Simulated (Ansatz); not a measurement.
Geometry optimisation, UKS B3LYP-D4/def2-SVP (Ansatz).

Input file:

```yaml
crystal:
  periodic: [false, false, false]
  atoms:
    - { symbol: Al, position_ang: [-0.079253, -0.622429, 0.433292] }
    - { symbol: S, position_ang: [1.711211, 1.743922, -1.522576] }
    - { symbol: C, position_ang: [-0.590479, -1.932641, -0.916636] }
    - { symbol: O, position_ang: [1.13188, -1.143765, 1.523447] }
    - { symbol: H, position_ang: [0.604924, 2.01841, -0.779756] }
    - { symbol: C, position_ang: [-1.013961, 1.091814, 0.694943] }
    - { symbol: H, position_ang: [2.523669, 1.887232, -0.448699] }
    - { symbol: H, position_ang: [-0.910594, -1.46055, -1.860678] }
    - { symbol: H, position_ang: [-1.431876, -2.556197, -0.563859] }
    - { symbol: H, position_ang: [0.247406, -2.614184, -1.13856] }
    - { symbol: H, position_ang: [1.51311, -0.722737, 2.298953] }
    - { symbol: H, position_ang: [-1.899117, 0.941028, 1.343334] }
    - { symbol: H, position_ang: [-1.402994, 1.502778, -0.252874] }
    - { symbol: H, position_ang: [-0.403826, 1.867419, 1.189569] }
magnetization:
  spin_polarized: true
basis:
  gaussian: { orbitals: def2-SVP }
hamiltonian:
  xc: b3lyp
  dispersion: d4
relax:
  f_tol: 0.03
  max_steps: 50
```

Launched with:

```bash
$ ansatz run input.yaml --threads 4 --pin off --max-ram 5120MiB --backend cpu --events-out ev --progress --plain --runs-dir out
```

Question: Where does it end, and by what steps?

Answer: The run converged. The force dipped under the threshold on the way, but the program's further checks kept it going. After 33 steps the energy has fallen by 0.295 eV; H7 moved furthest, 1.61 Å. Joined: Al1–S2 (3.55 → 2.70 Å).

| step | energy less start (eV) | largest force component (eV/Å) | accepted |
| --- | --- | --- | --- |
| 0 | 0.0000 | 0.244 | yes |
| 2 | -0.1120 | 0.760 | yes |
| 4 | -0.2358 | 0.598 | yes |
| 6 | -0.2591 | 0.164 | yes |
| 8 | -0.2763 | 0.103 | yes |
| 10 | -0.2709 | 0.615 | no |
| 12 | -0.2882 | 0.216 | yes |
| 14 | -0.2904 | 0.096 | yes |
| 16 | -0.2921 | 0.034 | yes |
| 18 | -0.2925 | 0.035 | yes |
| 20 | -0.2930 | 0.059 | yes |
| 22 | -0.2932 | 0.031 | yes |
| 24 | -0.2935 | 0.053 | yes |
| 26 | -0.2938 | 0.032 | yes |
| 28 | -0.2938 | 0.116 | no |
| 30 | -0.2941 | 0.082 | yes |
| 32 | -0.2943 | 0.008 | yes |
| 33 | -0.2945 | 0.020 | yes |

```xyz
14
Properties=species:S:1:pos:R:3
Al -0.037 -0.292 0.339
S 1.352 1.235 -1.394
C -0.395 -1.716 -0.961
O 1.283 -0.627 1.413
H 1.770 2.163 -0.500
C -1.382 1.054 0.849
H 2.467 0.483 -1.229
H -0.938 -1.359 -1.853
H -1.019 -2.506 -0.504
H 0.532 -2.208 -1.303
H 1.388 -0.210 2.273
H -2.140 0.623 1.528
H -1.931 1.436 -0.030
H -0.950 1.926 1.372
```

Whether the end is a true minimum wasn't checked by a vibrational analysis.

Time of the run: 3 min on 4 threads of Arm Neoverse N1, with other jobs on the host, peak memory 0.42 GiB.
